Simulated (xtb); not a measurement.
PbClI, SMILES [Pb]([Cl])[I] (connectivity only; charge and spin as stated), neutral, multiplicity 1. All values are semi-empirical tight-binding results from xtb (GFN2-xTB unless named), good for trends rather than for accurate numbers. Geometry: GFN2-xTB.

Optimised geometry:

```xyz
3

Pb     0.5104    -0.7778     0.0000
Cl    -1.7014    -1.9417     0.0000
I     -0.2439     1.8262     0.0000
```

For metal compounds this method's bond lengths and energies can be far off.

Computed properties:
The point group as xtb finds it comes out as Cs and the orbital gap comes out as 2.88 eV. The zero-point energy is 0.8 kcal/mol and the G − E(el) at 298.15 K (modified RRHO) is -19.9 kcal/mol.

Computed atomic charges and the Wiberg bond orders between heavy atoms:
charges (e) Pb1 0.67, Cl2 -0.44, I3 -0.23. Bond orders Pb1–Cl2 0.90, Pb1–I3 1.10.
